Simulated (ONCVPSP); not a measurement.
# Which change was made? (Zr, ONCV)

* Element: Zr
* Generator: ONCVPSP 4.0.1
* Type: optimised norm-conserving Vanderbilt (ONCV)
* Functional: PBE
* Relativity: scalar-relativistic
* Frozen core: [Ar] 3d10
* Valence charge: 12
* Reference configuration: 4s2 4p6 4d2 5s1.75 5p0.25
* Partial waves: 4s+5s: rc 2.00 bohr, ncon 4, nbas 7, qcut 4.6 1/bohr, 2 projectors; 4p+5p: rc 2.40 bohr, ncon 4, nbas 8, qcut 5.3 1/bohr, 2 projectors; 4d: rc 1.90 bohr, ncon 3, nbas 6, qcut 5.9 1/bohr, 2 projectors, debl 1.3 Ha
* Local potential: polynomial inside 1.30 bohr (lpopt 5, dvloc0 6 Ha)
* Core correction: polynomial model core, fcfact 0.35

Cutoffs, loose and tight: the cutoffs (Ha) at which the residual kinetic energy of the hardest occupied pseudo-wave falls to 1 and 0.1 mHa per electron. They do not see the model core or the augmentation charge, which bear on the density cutoff. Test errors are all-electron minus pseudo excitation energies from the reference, over the configurations 4s2 4p6 4d2 5s2 5p0; 4s2 4p6 4d2 5s1 5p0; 4s2 4p6 4d2 5s0 5p0; 4s2 4p6 4d0 5s0 5p0; variants that change the core or the reference have their own tests. The largest error is taken over the tests solved by every variant that gives reliable tests at all, those not shown here included: 4s2 4p6 4d2 5s0 5p0; 4s2 4p6 4d2 5s1 5p0; 4s2 4p6 4d2 5s2 5p0.

The base gives: outcome: generated; cutoff, loose: 13 Ha; cutoff, tight: 24 Ha; bound ghosts: none; GHOST(+) flags above zero: none; largest test error (meV): -9.2.

Task: After one change the result is: outcome: generated; cutoff, loose: 20 Ha; cutoff, tight: 39 Ha; bound ghosts: none; GHOST(+) flags above zero: p; largest test error (meV): -13. Which change was it?
A. s: qcut 3.5; p: qcut 4; d: qcut 4.5
B. s: qcut 2.9; p: qcut 3.4; d: qcut 3.7
C. s: qcut 6.7; p: qcut 7.8; d: qcut 8.6

Result: A. The others give: s: qcut 6.7; p: qcut 7.8; d: qcut 8.6 → outcome: generated; cutoff, loose: 16 Ha; cutoff, tight: 20 Ha; bound ghosts: none; GHOST(+) flags above zero: none; largest test error (meV): -6.0 | s: qcut 2.9; p: qcut 3.4; d: qcut 3.7 → outcome: generated; cutoff, loose: 34 Ha; cutoff, tight: 56 Ha; bound ghosts: p; GHOST(+) flags above zero: none; largest test error (meV): -16.
